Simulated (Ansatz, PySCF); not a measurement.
Molecule: CHBrF, net charge 0, doublet state. It need not be the lowest isomer of its formula. 
Structure (B3LYP-D3(BJ)/def2-TZVP (Ansatz, a quantum-chemistry and plane-wave program) minimum search):
```
C
F 1 1.3316
H 1 1.0844 2 114.11
Br 1 1.8803 3 116.39 2 137.97
```
Charge 0, spin multiplicity 2.

Dipole moments at this geometry, in debye (magnitudes).

| level | program | dipole (D) |
|---|---|---|
| HF/def2-TZVPD | PySCF | 1.38 |
| PBE/def2-TZVPD | PySCF | 1.00 |
| BLYP/def2-TZVPD | Ansatz | 1.01 |
| BP86/def2-TZVPD | PySCF | 1.01 |
| B97M-V/def2-TZVPD | Ansatz | 1.05 |
| TPSSh/def2-TZVPD | PySCF | 1.10 |
| PW6B95/def2-TZVPD | PySCF | 1.12 |
| wB97M-V/def2-TZVPD | Ansatz | 1.10 |
| CCSD(T)/aug-cc-pVDZ | Ansatz | … |

Task: What belongs in the gaps?

Result: 
- CCSD(T)/aug-cc-pVDZ, dipole (D): 1.12
